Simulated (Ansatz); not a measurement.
Molecule: C2H2BCl2, charge -1, multiplicity 1. It need not be the lowest isomer of its formula. Whether it binds its extra electron was not tested at this geometry. 
Geometry from a B3LYP-D3(BJ)/def2-TZVP (Ansatz, a quantum-chemistry and plane-wave program) optimisation:
```
C
C 1 1.3835
H 1 1.1047 2 123.08
H 2 1.1168 1 107.92 3 0.00
B 1 1.4917 3 114.23 2 -180.00
Cl 5 1.7909 1 126.47 3 180.00
Cl 5 1.8275 1 120.51 3 0.00
```
Charge -1, spin multiplicity 1.

Basis-set convergence of Hartree-Fock and CCSD(T) correlation energies (hartree) with Ansatz. Valence correlation only, unless marked. Spin-orbit coupling is left out. Non-relativistic.

```json
[
 {"basis": "aug-cc-pV(D+d)Z", "functions": "151", "E(HF)": "-1020.63700", "E(corr, CCSD(T))": "-0.73435"},
 {"basis": "aug-cc-pV(T+d)Z", "functions": "294", "E(HF)": "-1020.68169", "E(corr, CCSD(T))": "-0.90142"},
 {"basis": "aug-cc-pV(Q+d)Z", "functions": "510", "E(HF)": "-1020.69343", "E(corr, CCSD(T))": "-0.95473"}
]
```

Extrapolating the two largest sets (X = 3 and 4) as X^-3: E(corr) = (64·(-0.95473) - 27·(-0.90142))/37 = -0.9936 Eh, an estimate of the basis-set limit. The largest set recovers 96.1 % of it, the smallest 73.9 %.
